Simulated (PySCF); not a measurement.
Simulation results for AlH$_{4}$N, AlH$_{3}$N

All values are calculated (PySCF 2.14.0). Calculation on a computer-drawn molecule: vertical ionisation energy to the stated ion spin, frozen-core CCSD(T) at the basis limit and cheaper methods, single-reference cases, UHF for radicals, no spin-orbit; all values are single points at the evaluated structure, the first of each entry, which is the reference or a displaced copy of it and isn't optimised; the reference structure only sets the zero of the energies above reference; triples share is (T) over the correlation energy.

Common to all runs: charge 0; diffuse functions no; basis cc-pV(n+d)Z; reference is the Hartree-Fock double-zeta minimum; best is HF at quadruple zeta + MP2 correlation extrapolated from triple and quadruple zeta + CCSD(T) minus MP2 at triple zeta; basis step is the size of the change from the same recipe one zeta lower.

(1) AlH$_{4}$N

Evaluated structure:
```xyz
6
AlH4N
N      0.3957     0.5301     1.2755
Al     2.0252     0.7915     1.9959
H     -0.4879     1.0125     1.5571
H      0.2179    -0.1824     0.4841
H      2.0711     1.9219     3.2019
H      3.2562    -0.0811     1.5414
```

Reference structure:
```xyz
6
AlH4N
N      0.3971     0.5293     1.3036
Al     1.9678     0.8001     2.0579
H     -0.4494     1.0140     1.5377
H      0.2117    -0.1334     0.5737
H      2.0780     1.8878     3.1967
H      3.1978    -0.0566     1.5627
```

Here we set multiplicity 1 and ion multiplicity 2.

Results for AlH$_{4}$N: ionisation energy best 10.02 eV; ionisation energy basis step 0.04914 eV; energy above reference best 4.428 kcal/mol; energy above reference basis step 0.1445 kcal/mol; ionisation energy Koopmans at triple zeta 10.76 eV; ionisation energy EOM CCSD at triple zeta 9.874 eV; total energy HF triple zeta -298.7459 hartree; total energy CCSD(T) triple zeta -299.0908 hartree; total energy best -299.1353 hartree; T1 diagnostic at triple zeta 0.01227; D1 diagnostic at triple zeta 0.03392; ion T1 diagnostic at triple zeta 0.00919; ion D1 diagnostic at triple zeta 0.01811; ion spin squared at triple zeta 0.7598; triples share at triple zeta 0.03228; basis functions triple zeta 125; dipole magnitude HF at triple zeta 1.131 debye; dipole magnitude CCSD unrelaxed at triple zeta 1.266 debye; dipole magnitude PBE at triple zeta 1.418 debye; dipole magnitude r2SCAN at triple zeta 1.377 debye; dipole magnitude B3LYP at triple zeta 1.312 debye; dipole magnitude wB97X at triple zeta 1.258 debye.

Drawn bonds:
| atom | other atom | order |
| --- | --- | --- |
| 1 | 2 | 1 |
| 1 | 3 | 1 |
| 1 | 4 | 1 |
| 2 | 5 | 1 |
| 2 | 6 | 1 |

Triple zeta:
| method | ionisation energy (eV) | energy above reference (kcal/mol) |
| --- | --- | --- |
| HF | 8.297 | 6.633 |
| PBE | 9.68 | 2.913 |
| r2SCAN | 9.737 | 4.357 |
| B3LYP | 9.925 | 4.381 |
| wB97X | 9.877 | 4.84 |
| MP2 | 9.973 | 4.625 |
| CCSD | 9.717 | 4.676 |
| CCSD(T) | 9.831 | 4.306 |

(2) AlH$_{3}$N

Evaluated structure:
```xyz
5
AlH3N
N      1.4810    -0.5624     0.1020
Al     1.0531    -0.0744    -1.5444
H      1.6558     0.0589     0.8698
H      1.5852    -1.5127     0.4103
H      0.8229    -1.2507    -2.5940
```

Reference structure:
```xyz
5
AlH3N
N      1.4810    -0.5624     0.1020
Al     1.0531    -0.0744    -1.5444
H      1.6558     0.0589     0.8698
H      1.5852    -1.5127     0.4103
H      0.8229    -1.2507    -2.5940
```

Here we set multiplicity 2 and ion multiplicity 1.

The calculation gives: ionisation energy best 7.713 eV; ionisation energy basis step 0.03221 eV; energy above reference best 0 kcal/mol; energy above reference basis step 0 kcal/mol; total energy HF triple zeta -298.1461 hartree; total energy CCSD(T) triple zeta -298.4566 hartree; total energy best -298.4981 hartree; T1 diagnostic at triple zeta 0.01455; D1 diagnostic at triple zeta 0.03396; spin squared at triple zeta 0.7548; ion T1 diagnostic at triple zeta 0.01601; ion D1 diagnostic at triple zeta 0.03766; triples share at triple zeta 0.03432; basis functions triple zeta 111; dipole magnitude HF at triple zeta 1.129 debye; dipole magnitude CCSD unrelaxed at triple zeta 1.227 debye; dipole magnitude PBE at triple zeta 1.34 debye; dipole magnitude r2SCAN at triple zeta 1.329 debye; dipole magnitude B3LYP at triple zeta 1.227 debye; dipole magnitude wB97X at triple zeta 1.233 debye.

Drawn bonds:
| atom | other atom | order |
| --- | --- | --- |
| 1 | 2 | 1 |
| 1 | 3 | 1 |
| 1 | 4 | 1 |
| 2 | 5 | 1 |

Triple zeta:
| method | ionisation energy (eV) | energy above reference (kcal/mol) |
| --- | --- | --- |
| HF | 7.536 | 0 |
| PBE | 7.683 | 0 |
| r2SCAN | 7.83 | 0 |
| B3LYP | 7.781 | 0 |
| wB97X | 7.651 | 0 |
| MP2 | 7.622 | 0 |
| CCSD | 7.657 | 0 |
| CCSD(T) | 7.658 | 0 |

(3) AlH$_{3}$N

Evaluated structure:
```xyz
5
AlH3N
N      1.4593    -0.5420     0.0846
Al     1.0484    -0.0818    -1.5338
H      1.6698     0.0456     0.8455
H      1.5817    -1.5053     0.4054
H      0.8263    -1.2552    -2.5893
```

Reference structure:
```xyz
5
AlH3N
N      1.4810    -0.5624     0.1020
Al     1.0531    -0.0744    -1.5444
H      1.6558     0.0589     0.8698
H      1.5852    -1.5127     0.4103
H      0.8229    -1.2507    -2.5940
```

Here we set multiplicity 2 and ion multiplicity 1.

It finds ionisation energy best 7.629 eV; ionisation energy basis step 0.02975 eV; energy above reference best 1.072 kcal/mol; energy above reference basis step 0.07316 kcal/mol; total energy HF triple zeta -298.1449 hartree; total energy CCSD(T) triple zeta -298.4549 hartree; total energy best -298.4964 hartree; T1 diagnostic at triple zeta 0.01414; D1 diagnostic at triple zeta 0.0323; spin squared at triple zeta 0.7546; ion T1 diagnostic at triple zeta 0.01522; ion D1 diagnostic at triple zeta 0.03479; triples share at triple zeta 0.03401; basis functions triple zeta 111; dipole magnitude HF at triple zeta 1.311 debye; dipole magnitude CCSD unrelaxed at triple zeta 1.389 debye; dipole magnitude PBE at triple zeta 1.49 debye; dipole magnitude r2SCAN at triple zeta 1.485 debye; dipole magnitude B3LYP at triple zeta 1.384 debye; dipole magnitude wB97X at triple zeta 1.408 debye.

Drawn bonds:
| atom | other atom | order |
| --- | --- | --- |
| 1 | 2 | 1 |
| 1 | 3 | 1 |
| 1 | 4 | 1 |
| 2 | 5 | 1 |

Triple zeta:
| method | ionisation energy (eV) | energy above reference (kcal/mol) |
| --- | --- | --- |
| HF | 7.44 | 0.7818 |
| PBE | 7.605 | 1.216 |
| r2SCAN | 7.747 | 0.9488 |
| B3LYP | 7.698 | 1.027 |
| wB97X | 7.563 | 0.9009 |
| MP2 | 7.538 | 1.079 |
| CCSD | 7.572 | 1.006 |
| CCSD(T) | 7.576 | 1.075 |

(4) AlH$_{3}$N

Evaluated structure:
```xyz
5
AlH3N
N      1.5737    -0.6109     0.0221
Al     0.9982     0.0052    -1.5162
H      1.7389     0.0797     0.9447
H      1.5413    -1.5279     0.3681
H      0.7687    -1.2997    -2.5306
```

Reference structure:
```xyz
5
AlH3N
N      1.4810    -0.5624     0.1020
Al     1.0531    -0.0744    -1.5444
H      1.6558     0.0589     0.8698
H      1.5852    -1.5127     0.4103
H      0.8229    -1.2507    -2.5940
```

Here we set multiplicity 2 and ion multiplicity 1.

Results for AlH$_{3}$N: ionisation energy best 7.943 eV; ionisation energy basis step 0.03443 eV; energy above reference best 11.47 kcal/mol; energy above reference basis step 0.08609 kcal/mol; total energy HF triple zeta -298.1236 hartree; total energy CCSD(T) triple zeta -298.4385 hartree; total energy best -298.4798 hartree; T1 diagnostic at triple zeta 0.01597; D1 diagnostic at triple zeta 0.03887; spin squared at triple zeta 0.7567; ion T1 diagnostic at triple zeta 0.0188; ion D1 diagnostic at triple zeta 0.0464; triples share at triple zeta 0.03591; basis functions triple zeta 111; dipole magnitude HF at triple zeta 1.465 debye; dipole magnitude CCSD unrelaxed at triple zeta 1.463 debye; dipole magnitude PBE at triple zeta 1.496 debye; dipole magnitude r2SCAN at triple zeta 1.528 debye; dipole magnitude B3LYP at triple zeta 1.451 debye; dipole magnitude wB97X at triple zeta 1.461 debye.

Drawn bonds:
| atom | other atom | order |
| --- | --- | --- |
| 1 | 2 | 1 |
| 1 | 3 | 1 |
| 1 | 4 | 1 |
| 2 | 5 | 1 |

Triple zeta:
| method | ionisation energy (eV) | energy above reference (kcal/mol) |
| --- | --- | --- |
| HF | 7.83 | 14.12 |
| PBE | 7.904 | 9.907 |
| r2SCAN | 8.069 | 11.11 |
| B3LYP | 8.024 | 11.22 |
| wB97X | 7.919 | 11.8 |
| MP2 | 7.868 | 11.99 |
| CCSD | 7.894 | 11.81 |
| CCSD(T) | 7.89 | 11.4 |

(5) AlH$_{3}$N

Evaluated structure:
```xyz
5
AlH3N
N      1.5737    -0.6109     0.0221
Al     0.9982     0.0052    -1.5162
H      1.7393     0.0815     0.9471
H      1.5413    -1.5279     0.3681
H      0.7687    -1.2997    -2.5306
```

Reference structure:
```xyz
5
AlH3N
N      1.4810    -0.5624     0.1020
Al     1.0531    -0.0744    -1.5444
H      1.6558     0.0589     0.8698
H      1.5852    -1.5127     0.4103
H      0.8229    -1.2507    -2.5940
```

Here we set multiplicity 2 and ion multiplicity 1.

It finds ionisation energy best 7.943 eV; ionisation energy basis step 0.03442 eV; energy above reference best 11.77 kcal/mol; energy above reference basis step 0.08809 kcal/mol; total energy HF triple zeta -298.1231 hartree; total energy CCSD(T) triple zeta -298.4380 hartree; total energy best -298.4793 hartree; T1 diagnostic at triple zeta 0.01599; D1 diagnostic at triple zeta 0.03891; spin squared at triple zeta 0.7567; ion T1 diagnostic at triple zeta 0.01882; ion D1 diagnostic at triple zeta 0.04645; triples share at triple zeta 0.03594; basis functions triple zeta 111; dipole magnitude HF at triple zeta 1.465 debye; dipole magnitude CCSD unrelaxed at triple zeta 1.463 debye; dipole magnitude PBE at triple zeta 1.496 debye; dipole magnitude r2SCAN at triple zeta 1.528 debye; dipole magnitude B3LYP at triple zeta 1.451 debye; dipole magnitude wB97X at triple zeta 1.461 debye.

Drawn bonds:
| atom | other atom | order |
| --- | --- | --- |
| 1 | 2 | 1 |
| 1 | 3 | 1 |
| 1 | 4 | 1 |
| 2 | 5 | 1 |

Triple zeta:
| method | ionisation energy (eV) | energy above reference (kcal/mol) |
| --- | --- | --- |
| HF | 7.83 | 14.47 |
| PBE | 7.904 | 10.18 |
| r2SCAN | 8.069 | 11.41 |
| B3LYP | 8.023 | 11.51 |
| wB97X | 7.918 | 12.11 |
| MP2 | 7.868 | 12.3 |
| CCSD | 7.894 | 12.11 |
| CCSD(T) | 7.889 | 11.69 |

(6) AlH$_{3}$N

Evaluated structure:
```xyz
5
AlH3N
N      1.5737    -0.6109     0.0221
Al     0.9982     0.0052    -1.5162
H      1.7470     0.1135     0.9899
H      1.5413    -1.5279     0.3681
H      0.7687    -1.2997    -2.5306
```

Reference structure:
```xyz
5
AlH3N
N      1.4810    -0.5624     0.1020
Al     1.0531    -0.0744    -1.5444
H      1.6558     0.0589     0.8698
H      1.5852    -1.5127     0.4103
H      0.8229    -1.2507    -2.5940
```

Settings of this run: multiplicity 2 and ion multiplicity 1.

The calculation gives: ionisation energy best 7.935 eV; ionisation energy basis step 0.03427 eV; energy above reference best 17.57 kcal/mol; energy above reference basis step 0.1204 kcal/mol; total energy HF triple zeta -298.1122 hartree; total energy CCSD(T) triple zeta -298.4288 hartree; total energy best -298.4701 hartree; T1 diagnostic at triple zeta 0.01637; D1 diagnostic at triple zeta 0.03961; spin squared at triple zeta 0.7567; ion T1 diagnostic at triple zeta 0.01918; ion D1 diagnostic at triple zeta 0.04739; triples share at triple zeta 0.0365; basis functions triple zeta 111; dipole magnitude HF at triple zeta 1.461 debye; dipole magnitude CCSD unrelaxed at triple zeta 1.465 debye; dipole magnitude PBE at triple zeta 1.495 debye; dipole magnitude r2SCAN at triple zeta 1.528 debye; dipole magnitude B3LYP at triple zeta 1.448 debye; dipole magnitude wB97X at triple zeta 1.465 debye.

Drawn bonds:
| atom | other atom | order |
| --- | --- | --- |
| 1 | 2 | 1 |
| 1 | 3 | 1 |
| 1 | 4 | 1 |
| 2 | 5 | 1 |

Triple zeta:
| method | ionisation energy (eV) | energy above reference (kcal/mol) |
| --- | --- | --- |
| HF | 7.824 | 21.28 |
| PBE | 7.896 | 15.59 |
| r2SCAN | 8.061 | 17.19 |
| B3LYP | 8.016 | 17.27 |
| wB97X | 7.91 | 18.19 |
| MP2 | 7.857 | 18.31 |
| CCSD | 7.886 | 18.05 |
| CCSD(T) | 7.882 | 17.49 |

(7) AlH$_{3}$N

Evaluated structure:
```xyz
5
AlH3N
N      1.4975    -0.5839     0.0968
Al     0.9851    -0.0717    -1.5297
H      1.6475     0.0172     0.8626
H      1.6404    -1.4772     0.3986
H      0.8188    -1.2633    -2.6320
```

Reference structure:
```xyz
5
AlH3N
N      1.4810    -0.5624     0.1020
Al     1.0531    -0.0744    -1.5444
H      1.6558     0.0589     0.8698
H      1.5852    -1.5127     0.4103
H      0.8229    -1.2507    -2.5940
```

Settings of this run: multiplicity 2 and ion multiplicity 1.

It finds ionisation energy best 7.783 eV; ionisation energy basis step 0.03305 eV; energy above reference best 2.306 kcal/mol; energy above reference basis step 0.06665 kcal/mol; total energy HF triple zeta -298.1437 hartree; total energy CCSD(T) triple zeta -298.4528 hartree; total energy best -298.4944 hartree; T1 diagnostic at triple zeta 0.01455; D1 diagnostic at triple zeta 0.03358; spin squared at triple zeta 0.7553; ion T1 diagnostic at triple zeta 0.0163; ion D1 diagnostic at triple zeta 0.03786; triples share at triple zeta 0.03385; basis functions triple zeta 111; dipole magnitude HF at triple zeta 1.166 debye; dipole magnitude CCSD unrelaxed at triple zeta 1.243 debye; dipole magnitude PBE at triple zeta 1.35 debye; dipole magnitude r2SCAN at triple zeta 1.35 debye; dipole magnitude B3LYP at triple zeta 1.251 debye; dipole magnitude wB97X at triple zeta 1.248 debye.

Drawn bonds:
| atom | other atom | order |
| --- | --- | --- |
| 1 | 2 | 1 |
| 1 | 3 | 1 |
| 1 | 4 | 1 |
| 2 | 5 | 1 |

Triple zeta:
| method | ionisation energy (eV) | energy above reference (kcal/mol) |
| --- | --- | --- |
| HF | 7.622 | 1.549 |
| PBE | 7.754 | 2.699 |
| r2SCAN | 7.905 | 2.344 |
| B3LYP | 7.857 | 2.363 |
| wB97X | 7.732 | 2.301 |
| MP2 | 7.7 | 2.402 |
| CCSD | 7.729 | 2.262 |
| CCSD(T) | 7.729 | 2.38 |

(8) AlH$_{3}$N

Evaluated structure:
```xyz
5
AlH3N
N      1.4712    -0.5788     0.0957
Al     1.0536    -0.0698    -1.5460
H      1.6556     0.0672     0.8694
H      1.6090    -1.7218     0.4723
H      0.8217    -1.2476    -2.5910
```

Reference structure:
```xyz
5
AlH3N
N      1.4810    -0.5624     0.1020
Al     1.0531    -0.0744    -1.5444
H      1.6558     0.0589     0.8698
H      1.5852    -1.5127     0.4103
H      0.8229    -1.2507    -2.5940
```

Settings of this run: multiplicity 2 and ion multiplicity 1.

The calculation gives: ionisation energy best 7.72 eV; ionisation energy basis step 0.03317 eV; energy above reference best 14.45 kcal/mol; energy above reference basis step 0.1916 kcal/mol; total energy HF triple zeta -298.1169 hartree; total energy CCSD(T) triple zeta -298.4338 hartree; total energy best -298.4751 hartree; T1 diagnostic at triple zeta 0.01604; D1 diagnostic at triple zeta 0.03832; spin squared at triple zeta 0.7556; ion T1 diagnostic at triple zeta 0.01713; ion D1 diagnostic at triple zeta 0.04135; triples share at triple zeta 0.03661; basis functions triple zeta 111; dipole magnitude HF at triple zeta 1.093 debye; dipole magnitude CCSD unrelaxed at triple zeta 1.19 debye; dipole magnitude PBE at triple zeta 1.25 debye; dipole magnitude r2SCAN at triple zeta 1.25 debye; dipole magnitude B3LYP at triple zeta 1.151 debye; dipole magnitude wB97X at triple zeta 1.188 debye.

Drawn bonds:
| atom | other atom | order |
| --- | --- | --- |
| 1 | 2 | 1 |
| 1 | 3 | 1 |
| 1 | 4 | 1 |
| 2 | 5 | 1 |

Triple zeta:
| method | ionisation energy (eV) | energy above reference (kcal/mol) |
| --- | --- | --- |
| HF | 7.533 | 18.38 |
| PBE | 7.687 | 12.43 |
| r2SCAN | 7.835 | 14.16 |
| B3LYP | 7.782 | 14.09 |
| wB97X | 7.656 | 15.11 |
| MP2 | 7.614 | 14.92 |
| CCSD | 7.663 | 14.94 |
| CCSD(T) | 7.664 | 14.34 |

(9) AlH$_{3}$N

Evaluated structure:
```xyz
5
AlH3N
N      1.4784    -0.5713     0.1034
Al     1.0559    -0.0469    -1.5659
H      1.6599     0.0706     0.8875
H      1.5859    -1.5227     0.4053
H      0.8253    -1.2620    -2.5977
```

Reference structure:
```xyz
5
AlH3N
N      1.4810    -0.5624     0.1020
Al     1.0531    -0.0744    -1.5444
H      1.6558     0.0589     0.8698
H      1.5852    -1.5127     0.4103
H      0.8229    -1.2507    -2.5940
```

Here we set multiplicity 2 and ion multiplicity 1.

Drawn bonds:
| atom | other atom | order |
| --- | --- | --- |
| 1 | 2 | 1 |
| 1 | 3 | 1 |
| 1 | 4 | 1 |
| 2 | 5 | 1 |

(10) AlH$_{3}$N

Evaluated structure:
```xyz
5
AlH3N
N      1.5019    -0.5406     0.1089
Al     1.0430    -0.0300    -1.5463
H      1.6390     0.0567     0.9445
H      1.5954    -1.4734     0.4556
H      0.8158    -1.2778    -2.5990
```

Reference structure:
```xyz
5
AlH3N
N      1.4810    -0.5624     0.1020
Al     1.0531    -0.0744    -1.5444
H      1.6558     0.0589     0.8698
H      1.5852    -1.5127     0.4103
H      0.8229    -1.2507    -2.5940
```

Here we set multiplicity 2 and ion multiplicity 1.

Drawn bonds:
| atom | other atom | order |
| --- | --- | --- |
| 1 | 2 | 1 |
| 1 | 3 | 1 |
| 1 | 4 | 1 |
| 2 | 5 | 1 |

**Q.** Estimate the ion D1 diagnostic at triple zeta of AlH$_{3}$N (entry 9).
**A.** 0.04076

**Q.** Estimate the total energy HF triple zeta of AlH$_{3}$N (entry 9).
**A.** -298.1444 hartree

**Q.** AlH$_{3}$N (entry 9): total energy best?
**A.** -298.4974 hartree

**Q.** Estimate the dipole magnitude PBE at triple zeta of AlH$_{3}$N (entry 9).
**A.** 1.233 debye

**Q.** Give the table of triple zeta values for AlH$_{3}$N (entry 9).
**A.** 
Triple zeta:
| method | ionisation energy (eV) | energy above reference (kcal/mol) |
| --- | --- | --- |
| HF | 7.675 | 1.121 |
| PBE | 7.796 | -0.03994 |
| r2SCAN | 7.95 | 0.4248 |
| B3LYP | 7.902 | 0.3901 |
| wB97X | 7.78 | 0.577 |
| MP2 | 7.743 | 0.4841 |
| CCSD | 7.777 | 0.5276 |
| CCSD(T) | 7.775 | 0.3959 |

**Q.** Estimate the ionisation energy best of AlH$_{3}$N (entry 10).
**A.** 7.838 eV

**Q.** What T1 diagnostic at triple zeta does the calculation give for AlH$_{3}$N (entry 10)?
**A.** 0.01517

**Q.** Give the missing ion T1 diagnostic at triple zeta for AlH$_{3}$N (entry 10).
**A.** 0.01716

Further results for AlH$_{3}$N (entry 9):

- ionisation energy best: 7.831 eV
- ionisation energy basis step: 0.03475 eV
- energy above reference best: 0.4147 kcal/mol
- energy above reference basis step: 0.08204 kcal/mol
- total energy CCSD(T) triple zeta: -298.4560 hartree
- T1 diagnostic at triple zeta: 0.01516
- D1 diagnostic at triple zeta: 0.03582
- spin squared at triple zeta: 0.7552
- ion T1 diagnostic at triple zeta: 0.0171
- triples share at triple zeta: 0.03486
- basis functions triple zeta: 111
- dipole magnitude HF at triple zeta: 1.032 debye
- dipole magnitude CCSD unrelaxed at triple zeta: 1.126 debye
- dipole magnitude r2SCAN at triple zeta: 1.226 debye
- dipole magnitude B3LYP at triple zeta: 1.128 debye
- dipole magnitude wB97X at triple zeta: 1.117 debye

Further results for AlH$_{3}$N (entry 10):

* ionisation energy basis step: 0.03454 eV
* energy above reference best: 1.327 kcal/mol
* energy above reference basis step: 0.08066 kcal/mol
* total energy HF triple zeta: -298.1428 hartree
* total energy CCSD(T) triple zeta: -298.4546 hartree
* total energy best: -298.4960 hartree
* D1 diagnostic at triple zeta: 0.03522
* spin squared at triple zeta: 0.7559
* ion D1 diagnostic at triple zeta: 0.04
* triples share at triple zeta: 0.03488
* basis functions triple zeta: 111
* dipole magnitude HF at triple zeta: 1.179 debye
* dipole magnitude CCSD unrelaxed at triple zeta: 1.249 debye
* dipole magnitude PBE at triple zeta: 1.345 debye
* dipole magnitude r2SCAN at triple zeta: 1.349 debye
* dipole magnitude B3LYP at triple zeta: 1.251 debye
* dipole magnitude wB97X at triple zeta: 1.249 debye

Triple zeta:
| method | ionisation energy (eV) | energy above reference (kcal/mol) |
| --- | --- | --- |
| HF | 7.688 | 2.127 |
| PBE | 7.806 | 0.7049 |
| r2SCAN | 7.961 | 1.224 |
| B3LYP | 7.913 | 1.266 |
| wB97X | 7.794 | 1.455 |
| MP2 | 7.754 | 1.489 |
| CCSD | 7.784 | 1.426 |
| CCSD(T) | 7.782 | 1.287 |
